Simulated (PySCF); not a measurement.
Cl4H2Si2, SMILES Cl[Si](Cl)([SiH2]Cl)Cl. Atoms are numbered in the order given.

```xyz
8

Si     1.1887     1.3819     0.0000
Cl    -0.1930     2.9265     0.0000
Si     0.0023    -0.6259     0.0000
Cl    -1.1869    -0.7646     1.6745
Cl    -1.1869    -0.7646    -1.6745
Cl     1.3468    -2.1924     0.0000
H      2.0336     1.4660     1.2233
H      2.0336     1.4660    -1.2233
```

Geometry optimised at r2SCAN-D4/def2-SVP. One conformer was computed; it need not be the lowest.

All values below come from r2SCAN/def2-TZVP in PySCF.

ESP charges are fitted to the potential on shells at 1.4 to 2.0 van der Waals radii. Atomic charges (e):

```
atom  Löwdin  ESP fit    IAO  Mulliken
----  ------  -------  -----  --------
Si1    -0.13     0.07   0.53      0.28
Cl2     0.22    -0.08      ?     -0.24
Si3    -0.83    -0.03      ?      0.57
Cl4     0.26    -0.01      ?     -0.20
Cl5     0.26    -0.01      ?     -0.20
Cl6     0.26    -0.02      ?     -0.21
H7     -0.03     0.04  -0.10      0.00
H8     -0.03     0.04  -0.10      0.00
```

Problem. Fill in the missing entries. (An estimate is asked for; the answer gives what the named calculation found.)

Solution. 
- Cl2, IAO: -0.30
- Si3, IAO: 0.83
- Cl4, IAO: -0.28
- Cl5, IAO: -0.28
- Cl6, IAO: -0.29

Computed Mayer and Wiberg (Löwdin basis) orders of the bonds:
```json
[
 {"bond": "Si1–Cl2", "Mayer": "1.14", "Wiberg": "1.84"},
 {"bond": "Si1–Si3", "Mayer": "0.89", "Wiberg": "1.08"},
 {"bond": "Si3–Cl4", "Mayer": "1.18", "Wiberg": "1.86"},
 {"bond": "Si3–Cl5", "Mayer": "1.18", "Wiberg": "1.86"},
 {"bond": "Si3–Cl6", "Mayer": "1.16", "Wiberg": "1.85"},
 {"bond": "Si1–H7", "Mayer": "0.92", "Wiberg": "0.94"},
 {"bond": "Si1–H8", "Mayer": "0.92", "Wiberg": "0.94"}
]
```
